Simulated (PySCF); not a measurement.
**Electric properties by functional and basis**

Compound: C₃H₁₀OSi₂.
Z-matrix (Å and degrees, PBE0-D3(BJ)/def2-SVP geometry), rows numbered from 1:
```
C 
C   1  1.3374
Si  2  1.8684  1  124.25
C   3  1.8684  2  110.86  1  -120.07
O   3  1.6563  2  109.41  1     0.74
Si  5  1.6440  3  164.92  2   -14.23
H   1  1.0958  2  122.36  3   179.68
H   1  1.0962  2  121.86  3    -0.43
H   2  1.0993  1  117.74  3  -179.91
H   3  1.4956  2  109.48  1   118.91
H   4  1.1008  3  110.74  2    58.29
H   4  1.1009  3  110.76  2   178.66
H   4  1.1018  3  110.63  2   -61.61
H   6  1.4924  5  109.49  3  -167.67
H   6  1.4946  5  110.40  3    72.32
H   6  1.4954  5  110.41  3   -47.77
```

PySCF, dipoles from the SCF density, polarisabilities from static response with core orbitals frozen. One conformer (not necessarily the lowest) at the PBE0-D3(BJ)/def2-SVP geometry, without solvent, vibrations or thermal averaging.

The anisotropy is √(½[(α1 − α2)² + (α2 − α3)² + (α3 − α1)²]).

```csv
level,μ (D),α (Å³),anisotropy (Å³)
CAM-B3LYP/def2-SVPD,0.896,13.59,3.20
wB97X-D/def2-SVPD,0.911,13.60,3.18
LC-wPBE/def2-SVPD,0.920,13.29,3.13
PBE0/6-31G*,0.950,11.04,3.76
PBE0/6-31+G*,0.927,12.65,3.28
PBE0/def2-SVP,0.924,11.79,3.61
PBE0/aug-cc-pVDZ,0.910,14.06,3.30
PBE0/def2-TZVP,0.937,13.18,3.44
```

The dipole runs from 0.90 D (CAM-B3LYP/def2-SVPD) to 0.95 D (PBE0/6-31G*). No reference polarisability is at hand; against PBE0 in the largest diffuse basis at hand (aug-cc-pVDZ) the other PBE0 rows deviate by 6-31G* -22%, 6-31+G* -10%, def2-SVP -16%, def2-TZVP -6%. With PBE0 the polarisability is 12.00 Å³ without diffuse functions (mean of 6-31G*, def2-SVP and def2-TZVP) and 13.36 Å³ with them (mean of 6-31+G* and aug-cc-pVDZ).
